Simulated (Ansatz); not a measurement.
Coupled-cluster run, C2H6InNO, SMILES `C1[NH][InH][CH2]O1`.

```yaml
crystal:
  periodic: [false, false, false]
  atoms:
    - {symbol: C, position_ang: [-1.008319, 0.691756, -0.256465]}
    - {symbol: N, position_ang: [-0.793702, 0.181901, 1.067305]}
    - {symbol: In, position_ang: [0.952242, -0.885862, 1.092675]}
    - {symbol: C, position_ang: [1.009652, -0.269839, -0.992934]}
    - {symbol: O, position_ang: [-0.361852, -0.090621, -1.257471]}
    - {symbol: H, position_ang: [-2.065511, 0.697322, -0.532120]}
    - {symbol: H, position_ang: [-0.618769, 1.720792, -0.351517]}
    - {symbol: H, position_ang: [-1.642235, -0.027197, 1.566004]}
    - {symbol: H, position_ang: [1.559809, -1.666370, 2.471406]}
    - {symbol: H, position_ang: [1.394613, -1.017181, -1.683832]}
    - {symbol: H, position_ang: [1.574072, 0.665309, -1.123049]}
basis:
  gaussian: {orbitals: def2-TZVPP}
correlation: {method: ccsd_t}
output: {orbitals: {seedname: orbitals}}
```

```sh
$ ansatz run in.yaml --threads 4 --pin off --events-out ev --progress --plain --max-ram 10444MiB
```

Output of Ansatz, abridged:

```
Functional definition: HF
1732 factors; integrals over basis functions are off by at most 1.1e-3 eV
mean field evaluation 1: about -10818.7610 eV, gradient 4.6e1 eV
mean field evaluation 2: about -10818.9888 eV, gradient 4.6e1 eV
mean field evaluation 4: about -10823.9289 eV, gradient 4.5e0 eV
mean field evaluation 8: about -10824.0066 eV, gradient 3.4e-1 eV
mean field -10824.00702029 eV, -397.7749212203 hartree, gradient 4.4e-6 eV, S^2 0.000000; 0 other end points of the search recorded, 0 dependent functions left out
8 core orbitals not correlated: weight in the atoms' cores, before any rotation towards them, 1.000 or more for the frozen orbitals, at most 0.000 for the correlated occupied ones
reference -10824.00702029 eV, -397.7749212203 hartree; 19, 19 occupied and 231, 231 virtual orbitals, 1732 factors
second order -29.44336257 eV of doubles, -0.00000000 eV of singles
cycle   1  -29.03225648 eV  change    4.1e-1 eV  update   1.3e-1
cycle   2  -29.76949191 eV  change   -7.4e-1 eV  update   4.1e-2
cycle   3  -29.94394026 eV  change   -1.7e-1 eV  update   2.6e-2
cycle   4  -29.93356242 eV  change    1.0e-2 eV  update   8.7e-3
cycle   5  -29.92605464 eV  change    7.5e-3 eV  update   5.2e-3
cycle   6  -29.92855424 eV  change   -2.5e-3 eV  update   2.1e-3
cycle   7  -29.92842247 eV  change    1.3e-4 eV  update   8.8e-4
cycle   8  -29.92808180 eV  change    3.4e-4 eV  update   3.3e-4
cycle   9  -29.92823370 eV  change   -1.5e-4 eV  update   1.2e-4
cycle  10  -29.92833695 eV  change   -1.0e-4 eV  update   5.4e-5
cycle  11  -29.92826869 eV  change    6.8e-5 eV  update   2.3e-5
cycle  12  -29.92829097 eV  change   -2.2e-5 eV  update   1.2e-5
perturbative correction -1.20344434 eV, -0.0442257639 hartree
Total energy: -10855.13875561 eV, -398.9189913914 hartree
```

Hardware: 4 threads of an Arm Neoverse V2 on a shared host. Wall time 5.8 min, peak host memory 6.8 GiB.

Correlation energy per correlated electron: -0.819 eV. T1 diagnostic: 0.0161.
